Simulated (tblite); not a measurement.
Input of a run (GFN2-xTB geometry optimisation, gas phase (tblite 0.8.0)), started from a force field or distance geometry:
```
{"job": {"kind": "relax", "xc": "GFN2-xTB", "basis": "xTB"}, "charge": -1, "multiplicity": 1}
C      1.827100     1.399600    -0.151000
C      1.199400     0.012100    -0.054900
C      2.293300    -1.038300     0.247700
P     -0.123900    -0.028100     1.303800
C     -1.554300     0.374900     0.244000
C     -2.266900    -0.756400    -0.455500
C     -2.911500    -0.057800     0.705300
H      2.315500     1.708700     0.787000
H      1.066000     2.154500    -0.387400
H      2.567300     1.430000    -0.941200
H      0.734200    -0.245100    -1.006200
H      3.036700    -1.036800    -0.546700
H      2.792200    -0.838100     1.203300
H      1.865600    -2.045600     0.290800
H     -1.497800     1.337700    -0.277100
H     -2.667500    -0.570300    -1.430100
H     -1.923300    -1.772100    -0.299900
H     -3.752700     0.589000     0.504600
H     -3.009200    -0.608600     1.644200
```

Output (eV, eV/Å):
```
step      E/eV     max force
  0    -588.21618    0.891
  1    -588.24567    0.429
  2    -588.26114    0.309
  3    -588.27428    0.268
  4    -588.27889    0.158
  5    -588.28067    0.133
  6    -588.28200    0.134
  7    -588.28337    0.105
  8    -588.28443    0.087
  9    -588.28525    0.085
 10    -588.28591    0.061
 11    -588.28647    0.057
 12    -588.28702    0.065
 13    -588.28759    0.078
 14    -588.28813    0.064
 15    -588.28856    0.051
 16    -588.28883    0.039
 17    -588.28902    0.037
 18    -588.28917    0.029
 19    -588.28928    0.023
 20    -588.28937    0.027
 21    -588.28946    0.028
 22    -588.28958    0.036
 23    -588.28972    0.043
 24    -588.28986    0.034
 25    -588.28999    0.033
 26    -588.29011    0.036
 27    -588.29024    0.033
 28    -588.29041    0.034
 29    -588.29059    0.032
 30    -588.29080    0.042
 31    -588.29105    0.051
 32    -588.29131    0.043
 33    -588.29155    0.033
 34    -588.29172    0.029
 35    -588.29187    0.025
 36    -588.29202    0.030
 37    -588.29221    0.036
 38    -588.29244    0.053
 39    -588.29269    0.055
 40    -588.29297    0.041
 41    -588.29330    0.043
 42    -588.29363    0.041
 43    -588.29390    0.036
 44    -588.29409    0.036
 45    -588.29424    0.028
 46    -588.29439    0.039
 47    -588.29454    0.039
 48    -588.29466    0.027
 49    -588.29475    0.021
 50    -588.29481    0.021
 51    -588.29487    0.024
 52    -588.29493    0.020
 53    -588.29500    0.017
 54    -588.29505    0.019
 55    -588.29513    0.025
 56    -588.29526    0.029
 57    -588.29544    0.043
 58    -588.29563    0.038
 59    -588.29577    0.031
 60    -588.29588    0.028
 61    -588.29601    0.035
 62    -588.29617    0.048
 63    -588.29632    0.038
 64    -588.29641    0.025
 65    -588.29647    0.019
 66    -588.29656    0.027
 67    -588.29668    0.040
 68    -588.29686    0.041
 69    -588.29708    0.041
 70    -588.29729    0.037
 71    -588.29751    0.034
 72    -588.29769    0.037
 73    -588.29783    0.024
 74    -588.29792    0.019
 75    -588.29800    0.023
 76    -588.29808    0.027
 77    -588.29814    0.022
 78    -588.29819    0.014
 79    -588.29821    0.013
 80    -588.29823    0.011
 81    -588.29825    0.010
 82    -588.29828    0.009
```

Task: Summarise the run.

Result: The energy falls by 1.9 kcal/mol over 82 L-BFGS steps, the largest force on an atom goes from 0.89 to 0.009 eV/Å, and the atoms move by 0.164 Å rms after alignment. The bond that changes most is C2–C3 (sp3 carbon bound to phosphorus to methyl carbon), which shortens by 0.024 Å. Bonds longer at the end by more than 0.005 Å: 6 of 19; shorter: 7. Among the angles that change most is P4–C5–C6, from 118.3° to 121.9°. Among the dihedrals that turn most is C1–C2–P4–C5, from 93° to 81°. The energy never rose by more than 1e-5 eV on the way. The first step brought 36 % of the lowering.

Task: What are the final bond lengths?

Result: C1–C2 1.527 Å, C2–C3 1.523 Å, C2–P4 1.896 Å, P4–C5 1.845 Å, C5–C6 1.505 Å, C6–C7 1.497 Å, C5–C7 1.495 Å, C1–H8 1.089 Å, C1–H9 1.088 Å, C1–H10 1.096 Å, C2–H11 1.100 Å, C3–H12 1.095 Å, C3–H13 1.089 Å, C3–H14 1.088 Å, C5–H15 1.091 Å, C6–H16 1.085 Å, C6–H17 1.080 Å, C7–H18 1.085 Å, C7–H19 1.081 Å. Numbering counts from 1 in the input's order; the species is `CC(C)[P-]C1CC1`.

Its GFN2-xTB frequencies are all real (lowest 34 cm⁻¹). 2 starts were optimised and ended at 0.00 and 0.50 kcal/mol (GFN2-xTB); the lowest of these is shown.

One conformer stands for the species.

All values are computed, not measured.
